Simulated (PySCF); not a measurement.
# Cr²⁺ (chromium, charge +2): LDA calculation

Configuration: [Ar] 3d4, high-spin 5D determinant. All numbers are calculated (PySCF 2.14, scalar relativity by spin-free X2C-1e, in x2c-TZVPPall with one added diffuse shell each of s, p, d, f type (7s6p5d3f1g, 80 functions)).

```
Total energy                                                  : -1047.539 hartree
One-electron energy                                           : -1427.767 hartree
Hartree (Coulomb) energy                                      : 426.508 hartree
Exchange-correlation energy                                   : -46.280 hartree
⟨S²⟩                                                          : 6.0003
⟨L²⟩                                                          : 6.003
Sum of ⟨r⟩                                                    : 14.67 bohr
Sum of ⟨r²⟩                                                   : 16.61 bohr²
Traceless quadrupole moment −½Σ⟨3z² − r²⟩ along its main axis : -0.519 e·bohr²
Langevin diamagnetic susceptibility                           : -13.2 ×10⁻⁶ cm³/mol
```

| shell | electrons | mean orbital energy (hartree) | spread (hartree) | rms radius, mean of both spins (bohr) |
| --- | --- | --- | --- | --- |
| 1s α | 1 | -216.19786 | 0 | 0.0735 |
| 1s β | 1 | -216.19676 | 0 | 0.0735 |
| 2s α | 1 | -25.25273 | 0 | 0.319 |
| 2s β | 1 | -25.19407 | 0 | 0.319 |
| 2p α | 3 | -21.38697 | 0.01870 | 0.289 |
| 2p β | 3 | -21.34087 | 0.02800 | 0.289 |
| 3s α | 1 | -3.53105 | 0 | 0.967 |
| 3s β | 1 | -3.38665 | 0 | 0.967 |
| 3p α | 3 | -2.48852 | 0.02934 | 1.04 |
| 3p β | 3 | -2.34682 | 0.05858 | 1.04 |
| 3d α | 4 | -0.89165 | 0.03167 | 1.37 |

Densities and radii are taken from the X2C orbitals without a picture-change correction, which distorts them close to the nucleus.
